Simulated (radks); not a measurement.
Excited configurations of F II: one electron is placed in a higher orbital outside [He] 2s2 2p3. The ground configuration is [He] 2s2 2p4. All-electron calculation, scalar-relativistic Kohn-Sham, PBE, spin-unpolarised, spherical densities, point nucleus. Program: a radial shooting solver on a logarithmic mesh with Libxc functionals. Excitation = E - E(ground); binding = E(ion) - E, where the ion is the core of charge +2; n* = 2/sqrt(2 binding) in atomic units, and the quantum defect is n - n*.

[
 {"outer orbital": "3s", "excitation (eV)": "25.589", "binding (eV)": "12.796", "quantum defect": "0.938", "eigenvalue (eV)": "-9.764"},
 {"outer orbital": "3d", "excitation (eV)": "32.080", "binding (eV)": "6.304", "quantum defect": "0.062", "eigenvalue (eV)": "-4.381"},
 {"outer orbital": "6s", "excitation (eV)": "36.093", "binding (eV)": "2.291", "quantum defect": "1.127", "eigenvalue (eV)": "-1.864"},
 {"outer orbital": "6f", "excitation (eV)": "36.754", "binding (eV)": "1.631", "quantum defect": "0.223", "eigenvalue (eV)": "-1.296"},
 {"outer orbital": "7p", "excitation (eV)": "36.911", "binding (eV)": "1.474", "quantum defect": "0.923", "eigenvalue (eV)": "-1.208"},
 {"outer orbital": "7d", "excitation (eV)": "37.101", "binding (eV)": "1.283", "quantum defect": "0.488", "eigenvalue (eV)": "-1.046"}
]

The Delta-SCF ionisation energy is 38.385 eV (NIST Atomic Spectra Database: 34.971 eV, measured). Self-interaction in the functional shifts the binding energies and quantum defects, so they are the method's values and not measured ones. Spin polarisation and multiplet splitting are left out, so open shells lie too high by an amount that depends on their filling.

Beside tabulated values, note that spin-unpolarised runs miss the spin-polarisation part of the exchange energy of open shells.
